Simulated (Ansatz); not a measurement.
An input meant for the cluster Li5Al2 (charge 0, doublet; scaled by 1.12).

```yaml
crystal:
  periodic: [false, false, false]
  atoms:
    - {symbol: Al, position_ang: [-0.531557, -0.676403, 0.011667]}
    - {symbol: Al, position_ang: [0.691686, -0.002790, 2.568473]}
    - {symbol: Li, position_ang: [-1.802830, 1.400131, 1.719024]}
    - {symbol: Li, position_ang: [-2.230823, 0.757397, -1.967546]}
    - {symbol: Li, position_ang: [0.477357, -1.383338, -2.698311]}
    - {symbol: Li, position_ang: [1.225860, 1.647527, -0.279133]}
    - {symbol: Li, position_ang: [2.170306, -1.742525, 0.645826]}
basis:
  gaussian: {orbitals: cc-pVDZ}
total_charge: 4
magnetization: {spin_polarized: true, initial_magnetization: 1}
hamiltonian: {xc: {name: PBE0-DH}}
output: {forces: true}
```

```sh
$ ansatz run in.yaml --threads 4 --pin off --events-out ev --progress --plain --max-ram 3916MiB
```

Shortened log:

```
Functional definition: PBE0-DH
1014 factors; integrals over basis functions are off by at most 5.5e-4 eV
mean field evaluation 1: about -14157.8637 eV, gradient 2.1e1 eV
mean field evaluation 2: about -14158.0650 eV, gradient 2.0e1 eV
mean field evaluation 4: about -14163.0769 eV, gradient 3.6e0 eV
mean field evaluation 8: about -14163.3183 eV, gradient 2.4e-1 eV
mean field evaluation 16: about -14163.3880 eV, gradient 9.0e-2 eV
mean field evaluation 32: about -14163.3950 eV, gradient 3.4e-3 eV
mean field evaluation 64: about -14163.3298 eV, gradient 5.4e-1 eV
mean field evaluation 96: about -14163.3288 eV, gradient 2.4e-1 eV
mean field evaluation 128: about -14163.4698 eV, gradient 1.2e-1 eV
mean field evaluation 160: about -14163.4740 eV, gradient 1.0e-2 eV
mean field -14163.47413454 eV, -520.4980740967 hartree, gradient 6.8e-7 eV, S^2 1.343318; 10 other end points of the search recorded, 0 dependent functions left out
10 core orbitals not correlated: weight in the atoms' cores, before any rotation towards them, 1.000 or more for the frozen orbitals, at most 0.000 for the correlated occupied ones
reference -14163.47420176 eV, -520.4980765670 hartree; 9, 8 occupied and 87, 88 virtual orbitals, 1014 factors
second order -3.79130290 eV of doubles, -0.00000000 eV of singles
Total energy: -14163.94811462 eV, -520.5154925435 hartree
Atom 0 at    -0.531557    -0.676403     0.011667 Å, force     0.306184     0.110636     0.718547 eV/Å
Atom 1 at     0.691686    -0.002790     2.568473 Å, force    -0.073033    -0.174376     0.209666 eV/Å
Atom 2 at    -1.802830     1.400131     1.719024 Å, force    -0.908138     0.462207     0.487899 eV/Å
Atom 3 at    -2.230823     0.757397    -1.967546 Å, force    -0.785277     0.303468    -0.480606 eV/Å
Atom 4 at     0.477357    -1.383338    -2.698311 Å, force     0.270801    -0.521563    -0.751625 eV/Å
Atom 5 at     1.225860     1.647527    -0.279133 Å, force     0.460906     0.664776    -0.225909 eV/Å
Atom 6 at     2.170306    -1.742525     0.645826 Å, force     0.728557    -0.845148     0.042027 eV/Å
Dipole moment:    -0.076443     0.885699    -2.920488 e Å
```

In this input the charge is far from what the species holds (4 typed, 0 meant). The calculation finished and met its thresholds. The result belongs to that input, not to the species as meant.

Correlated methods freeze 10 core orbitals; core or outer-core shells of Li are correlated, in sets that lack core-valence functions. The charge 4 doublet is spin-contaminated (final ⟨S²⟩ up to 1.34, 0.75 for a pure state).
